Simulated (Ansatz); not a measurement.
Ansatz (a program for electronic structure) input (CAM-B3LYP/def2-TZVPD):

Ansatz 0.2 input:
```yaml
crystal:
  periodic: [false, false, false]
  atoms:
    - {symbol: O, position_ang: [-0.25914328, 1.46760223, 0.78718515]}
    - {symbol: B, position_ang: [-0.29311311, 0.21686742, 0.14712827]}
    - {symbol: O, position_ang: [-1.62528848, -0.27432001, 0.05520418]}
    - {symbol: P, position_ang: [1.14375859, -0.75926856, -0.52931756]}
    - {symbol: H, position_ang: [-1.16422969, 1.70727714, 1.02004347]}
    - {symbol: H, position_ang: [-1.60864293, -1.12762466, -0.38628405]}
    - {symbol: H, position_ang: [2.15751345, 0.17878097, -0.16875197]}
basis:
  gaussian:
    orbitals: def2-TZVPD
hamiltonian:
  xc: {name: CAM-B3LYP}
total_charge: -1
output: {forces: true}
```

Output:

```
Functional definition: CAM-B3LYP
integrals: 0.12 GiB planned
964 factors; their error is unknown
integrals: 0.16 GiB planned
361 factors; integrals over basis functions are off by at most 1.9e-5 eV
0.31 GiB of the device are held for the grids
1.32 GiB of device memory are held for the factors and their scratch space
mean field: 0.75 GiB planned
mean field evaluation 1: about -14110.2166 eV, gradient 3.2e1 eV
mean field evaluation 2: about -14110.3516 eV, gradient 3.6e1 eV
mean field evaluation 4: about -14112.4074 eV, gradient 1.7e0 eV
mean field evaluation 8: about -14112.4151 eV, gradient 5.1e-2 eV
mean field evaluation 16: about -14112.4393 eV, gradient 7.8e-5 eV
mean field -14112.43927099 eV, -518.6225774541 hartree, gradient 2.9e-5 eV, S^2 0.000000; 0 other end points of the search recorded, 0 dependent functions left out
the calculation of the forces begins
reference -14112.43939464 eV, -518.6225819981 hartree; 20, 20 occupied and 167, 167 virtual orbitals, 964 factors
Total energy: -14112.43939464 eV, -518.6225819981 hartree
Atom 0 at    -0.259143     1.467602     0.787185 Å, force    -0.135147    -0.206012    -0.089764 eV/Å
Atom 1 at    -0.293113     0.216867     0.147128 Å, force    -0.084015     0.043876     0.032754 eV/Å
Atom 2 at    -1.625288    -0.274320     0.055204 Å, force     0.256891     0.044321    -0.008230 eV/Å
Atom 3 at     1.143759    -0.759269    -0.529318 Å, force    -0.025655     0.147356     0.078994 eV/Å
Atom 4 at    -1.164230     1.707277     1.020043 Å, force     0.091068    -0.005934    -0.014066 eV/Å
Atom 5 at    -1.608643    -1.127625    -0.386284 Å, force    -0.031918     0.048279     0.028724 eV/Å
Atom 6 at     2.157513     0.178781    -0.168752 Å, force    -0.071225    -0.071886    -0.028412 eV/Å
Dipole moment:    -0.826629     0.291154     0.249886 e Å
```

It need not be the lowest isomer of its formula. Whether it binds its extra electron was not tested at this geometry.
